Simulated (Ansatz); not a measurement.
Reactions of C₂H₈S₂Si, SMILES `C[SiH](S)CS`.

Calculated with Ansatz (gas phase, PBE0-D4/def2-TZVP geometries, no zero-point term in ΔE). CCSD(T)/CBS adds triple-zeta CCSD(T) − MP2 to the extrapolated MP2 energy (def2 sets, frozen cores). This one scheme is used for every species. Triplets are unrestricted, without spin–orbit coupling. One conformer a species, not always the lowest.

Task: Order these by ΔE at CCSD(T)/CBS, lowest first. (Best estimate.)
A. `C[SiH](S)CS` + H₂ → `SC[SiH2]S` + CH₄
B. `C[SiH](S)CS` → `CCS` + `[SiH]S`
C. `C[SiH](S)CS` + HCl → `C[SiH](S)CCl` + H₂S
D. `C[SiH](S)CS` → `C[Si](C)(S)S`
E. `C[SiH](S)CS` → `CS[SiH](C)S`
F. `C[SiH](S)CS` + HCl → `C[SiH](S)Cl` + CH₃SH
G. `C[SiH](S)CS` → CH₃SH + `C[Si]S`
H. `C[SiH](S)CS` → `[CH2]` (triplet) + `C[SiH](S)S`

Result: D (-124.5 kJ/mol), F (-100.7 kJ/mol), E (-66.3 kJ/mol), A (-21.1 kJ/mol), C (+16.7 kJ/mol), G (+172.0 kJ/mol), B (+208.3 kJ/mol), H (+358.9 kJ/mol).

Largest T1 diagnostic: 0.016, for `[SiH]S`.
